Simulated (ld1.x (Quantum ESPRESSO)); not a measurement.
Reading a pseudo-wave (F)

Columns: radius, all-electron u(r) and pseudo u(r) of the 2p shell (level -72.92 eV) of fluorine in the configuration [He] 2s2 2p2; PW91, non-relativistic, ultrasoft scheme, ld1.x (Quantum ESPRESSO) 7.5.

| r (bohr) | all-electron | pseudo |
| --- | --- | --- |
| 0.085 | 0.1359 | 0.0136 |
| 0.170 | 0.3852 | 0.0531 |
| 0.255 | 0.6265 | 0.1154 |
| 0.340 | 0.8173 | 0.1953 |
| 0.425 | 0.9497 | 0.2864 |
| 0.510 | 1.0280 | 0.3814 |
| 0.595 | 1.0597 | 0.4731 |
| 0.680 | 1.0547 | 0.5548 |
| 0.765 | 1.0224 | 0.6210 |
| 0.850 | 0.9714 | 0.6677 |
| 0.935 | 0.9084 | 0.6929 |
| 1.020 | 0.8387 | 0.6966 |
| 1.105 | 0.7662 | 0.6804 |
| 1.190 | 0.6939 | 0.6475 |
| 1.275 | 0.6237 | 0.6023 |
| 1.360 | 0.5572 | 0.5493 |
| 1.445 | 0.4950 | 0.4931 |
| 1.530 | 0.4378 | 0.4377 |
| 1.615 | 0.3858 | 0.3858 |
| 1.700 | 0.3388 | 0.3388 |
| 1.785 | 0.2967 | 0.2967 |
| 1.870 | 0.2592 | 0.2592 |
| 1.955 | 0.2260 | 0.2260 |
| 2.040 | 0.1966 | 0.1966 |
| 2.125 | 0.1707 | 0.1707 |
| 2.210 | 0.1478 | 0.1478 |

How many radial nodes do the two functions have?

The all-electron 2p function has n − l − 1 = 0; the pseudo-wave has 0.

At about which radius was the pseudo-wave matched?

1.70 bohr. The columns agree to 0.0005 from 1.53 bohr on; several derivatives are matched, so the curves merge somewhat inside the radius.

Where does each function peak?

Outermost all-electron maximum near 0.59 bohr, pseudo maximum near 1.02 bohr (to the table’s step).

Is the pseudo-wave norm-conserving?

No, it belongs to an ultrasoft set: the norm inside the radius is not constrained, and the difference is carried by the augmentation charge.
